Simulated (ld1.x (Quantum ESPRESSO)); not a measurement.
**Building the ultrasoft potential for W (Z = 74) (PBEsol, scalar-relativistic).**

ld1.x (Quantum ESPRESSO) 7.5 input, shortened:

```
&input
   title='W', zed=74., rel=1, dft='PBESOL', iswitch=3,
   config='[Xe] 4f14 5d4 6s1 6p1'
 /
 &inputp
   pseudotype=3, tm=.true., lloc=-1, rcloc=1.60,
   nlcc=.true., new_core_ps=.true.
 /
6
6S  1  0   1.00   0.00  1.85  2.45  0.0
6S  1  0   0.00   0.70  1.85  2.45  0.0
6P  2  1   1.00   0.00  3.75  4.20  0.0
6P  2  1   0.00   1.30  3.75  4.20  0.0
5D  3  2   4.00   0.00  1.55  2.10  0.0
5D  3  2   0.00   1.00  1.55  2.10  0.0
 &test
   configts(1)='5d4 6s1 6p1'
 /
```

All-electron outer shells of the reference configuration (PBEsol, scalar-relativistic, ld1.x):

| shell | level (eV) | outermost node (bohr) | outermost maximum (bohr) |
| --- | --- | --- | --- |
| 5p | -44.83 | 0.57 | 1.09 |
| 4f | -34.84 | – | 0.43 |
| 6s | -6.79 | 1.28 | 2.61 |
| 5d | -5.93 | 0.63 | 1.49 |
| 6p | -2.12 | 1.53 | 3.61 |

Question: Does the generator finish with these settings?

Answer: Yes, a potential is produced and its reference levels are reproduced.

Question: Does the potential have ghost states?

Answer: Ghost states, extra bound levels that the all-electron valence spectrum of the same l lacks: s at -101.7 eV, d at -23.5 eV (p not tested). A true bound ghost makes a file unfit for plane-wave use. The logarithmic derivative shows an extra or strongly shifted pseudo pole above the reference energy (p near 1.82 Ry).

Question: Is the overlap operator S = 1 + Σ q|β⟩⟨β| positive definite (Bessel basis up to 400 Ry)?

Answer: No: its lowest eigenvalue is -0.130, in the p channel, so the generalised eigenproblem breaks down once the basis is large enough.

Question: Tests: 5d4 6s2 6p0; 5d4 6s1 6p0; 5d4 6s0 6p0; 5d4 6s1.5 6p0; 5d5 6s1 6p0; 5d2 6s0 6p0; 5d4 6s0 6p1. Which has the largest error in its energy relative to the reference configuration, and how large is it?

Answer: 5d2 6s0 6p0, with -610 meV (all-electron minus pseudo) on +82.70 eV.

Its overlap operator is not positive definite in a basis up to 400 Ry (lowest eigenvalue p -0.13), so the file is unfit for use: the generalised eigenproblem breaks down once the basis is large enough, and its test numbers describe a broken file.
